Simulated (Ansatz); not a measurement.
Geometry optimisation, RKS PBE-D4/def2-SVP (Ansatz).

Input:

```yaml
crystal:
  periodic: [false, false, false]
  atoms:
    - { symbol: Al, position_ang: [-0.728309, -0.706613, -0.04187] }
    - { symbol: Cl, position_ang: [1.683687, 1.820805, -0.484169] }
    - { symbol: Cl, position_ang: [-0.033549, -2.297901, -1.193607] }
    - { symbol: Cl, position_ang: [-2.550651, 0.248466, -0.370374] }
    - { symbol: H, position_ang: [1.484064, 1.246427, 0.684453] }
    - { symbol: F, position_ang: [0.144758, -0.311184, 1.405468] }
basis:
  gaussian: { orbitals: def2-SVP }
hamiltonian:
  xc: pbe
  dispersion: d4
relax:
  f_tol: 0.03
  max_steps: 50
```

Launched with:

```bash
$ ansatz run input.yaml --threads 2 --pin off --max-ram 3072MiB --backend cpu --events-out ev --progress --plain --runs-dir out
```

Where does it end, and by what steps?

It converged. The force dipped under the threshold on the way, but the program's further checks kept it going. After 9 steps the energy has fallen by 0.339 eV; Cl2 moved furthest, 0.66 Å. Joined: Al1–Cl2 (3.52 → 2.50 Å).

| step | energy less start (eV) | largest force component (eV/Å) | accepted |
| --- | --- | --- | --- |
| 0 | 0.0000 | 1.145 | yes |
| 1 | -0.1056 | 0.582 | yes |
| 2 | -0.2202 | 0.333 | yes |
| 3 | -0.2995 | 0.438 | yes |
| 4 | -0.3168 | 0.749 | yes |
| 5 | -0.3371 | 0.083 | yes |
| 6 | -0.3381 | 0.036 | yes |
| 7 | -0.3385 | 0.034 | yes |
| 8 | -0.3387 | 0.016 | yes |
| 9 | -0.3388 | 0.004 | yes |

```xyz
6
Properties=species:S:1:pos:R:3
Al -0.457 -0.425 -0.083
Cl 1.204 1.378 -0.579
Cl 0.157 -2.112 -1.166
Cl -2.354 0.428 -0.345
H 1.194 0.954 0.701
F 0.256 -0.223 1.473
```

Whether the end is a true minimum wasn't checked by a vibrational analysis.

The run took 11 s on 2 threads of Intel(R) Xeon(R) Platinum 8488C (Sapphire Rapids), with other jobs on the host, peak memory 0.15 GiB.
